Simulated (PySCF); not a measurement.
H3NO3S, SMILES NS(=O)(=O)O. Heavy atoms are numbered as in [NH2:1][S:2](=[O:3])(=[O:4])[OH:5]. Hydrogens are named by the atom that carries them.

Geometry: r2SCAN-D4/def2-SVP. The values are those of a single conformer.

Computed with PBE/def2-TZVP run with PySCF.

Atomic charges (e), one atom of each kind:

```json
[
 {"atom": "N1 (NH2)", "meta-Löwdin": "-0.66", "Löwdin": "-0.25"},
 {"atom": "S2", "meta-Löwdin": "1.96", "Löwdin": "[?]"},
 {"atom": "O3", "meta-Löwdin": "-0.76", "Löwdin": "-0.25"},
 {"atom": "O5 (OH)", "meta-Löwdin": "-0.68", "Löwdin": "[?]"},
 {"atom": "H on N1", "meta-Löwdin": "0.27", "Löwdin": "[?]"},
 {"atom": "H on O5", "meta-Löwdin": "0.36", "Löwdin": "0.17"}
]
```

Problem. Fill in the missing entries. (An estimate is asked for; the answer gives what the named calculation found.)

Solution. 
- S2, Löwdin: 0.46
- O5 (OH), Löwdin: -0.20
- H on N1, Löwdin: 0.16

Computed Mayer and Wiberg (Löwdin basis) orders of the bonds:
```csv
bond,Mayer,Wiberg
N1–S2,1.10,1.42
S2–O3,1.96,2.41
S2–O4,1.96,2.41
S2–O5,1.06,1.40
```
